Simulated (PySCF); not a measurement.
Frontier orbitals and the lowest excitations

Compound: BMe2(iPr), C₅H₁₃B.
Structure used (PBE0-D3(BJ)/def2-SVP), in Å, numbered top down from 1:
```xyz
19
C5H13B angstrom
B      0.594    0.506   -0.083
C      2.166    0.493   -0.039
H      2.592   -0.191   -0.791
H      2.457    0.060    0.938
H      2.652    1.476   -0.122
C     -0.189    1.869   -0.069
H     -0.149    2.242   -1.113
H      0.307    2.645    0.535
H     -1.253    1.811    0.206
C     -0.193   -0.874   -0.108
C     -1.334   -0.909   -1.124
C     -0.719   -1.120    1.314
H      0.511   -1.693   -0.347
H     -0.971   -0.771   -2.155
H     -2.074   -0.116   -0.927
H     -1.871   -1.871   -1.090
H     -1.260   -2.080    1.374
H      0.093   -1.155    2.059
H     -1.421   -0.329    1.626
```

Computed, not measured: TDDFT B3LYP/def2-SVPD, vertical, gas phase, core orbitals frozen in the response (PySCF 2.14.0, density-fitted response routines).

Frontier orbitals with the atoms that hold most of them (Löwdin shares over 4%, at most four atoms; ? is withheld):

```tsv
orbital	ε (eV)	atoms
LUMO+2	1.08	C11 14%, C2 12%, H16 10%, H15 8%
LUMO+1	0.12	B1 32%, C2 7%, C6 6%, C12 6%
LUMO	-0.46	?
HOMO	?	?
HOMO-1	-8.21	B1 20%, C6 19%, C2 19%, C10 10%
HOMO-2	-9.21	C10 19%, C12 17%, C11 15%, H13 7%
HOMO-3	-9.29	C11 22%, C12 20%, C10 18%, H18 11%
```

Problem. Which atoms hold the LUMO, and with what shares?

Solution. B1 (bonded to 3 C) 42%; C2 (bonded to B and 3 H) 12%; C6 (bonded to B and 3 H) 12%; C10 (bonded to B, 2 C and H) 7%. By element: boron 42%, carbon 31% or more.

Problem. Give the leading atoms of the HOMO.

Solution. C10 (bonded to B, 2 C and H) 29%; B1 (bonded to 3 C) 23%; C12 (bonded to C and 3 H) 8%; C11 (bonded to C and 3 H) 7%. By element: carbon 43% or more, boron 23%.

Problem. What is the HOMO energy, and the HOMO–LUMO gap?

Solution. ε(HOMO) = -7.65 eV; the gap is 7.19 eV (0.2641 hartree).

Problem. The HOMO–LUMO gap is 7.19 eV. Where does the response calculation put the lowest singlet, and from which orbitals?

Solution. S1 is at 5.80 eV (f = 0.0051), 1.38 eV below the gap, made of HOMO→LUMO (99%). 

Problem. Give energy, strength and leading configuration of S1, S2, S3, S4 and S5, and follow the Löwdin shares of the leading atoms from the occupied to the empty orbital.

Solution. 
- S1 (5.80 eV, f 0.0051), HOMO→LUMO (99%): C10 29% → 7%, B1 23% → 42%, C2 at most 8% → 12%
- S2 (6.33 eV, f 0.0012), HOMO-1→LUMO (98%): B1 20% → 42%, C6 19% → 12%, C2 19% → 12%
- S3 (6.92 eV, f 0.0027), HOMO→LUMO+1 (99%): C10 29% → at most 6%, B1 23% → 32%, C2 at most 8% → 7%
- S4 (7.47 eV, f 0.026), HOMO-1→LUMO+1 (99%): B1 20% → 32%, C6 19% → 6%, C2 19% → 7%
- S5 (7.61 eV, f 0.0036), HOMO-2→LUMO (78%): C10 19% → 7%, C12 17% → at most 7%, B1 at most 8% → 42%, C2 at most 8% → 12%

Time: 49 s (with the writing of density and orbital grids); peak memory 0.91 GiB. Hardware: one thread of an Arm Neoverse V1, on a shared host.

One conformer stands for the species.
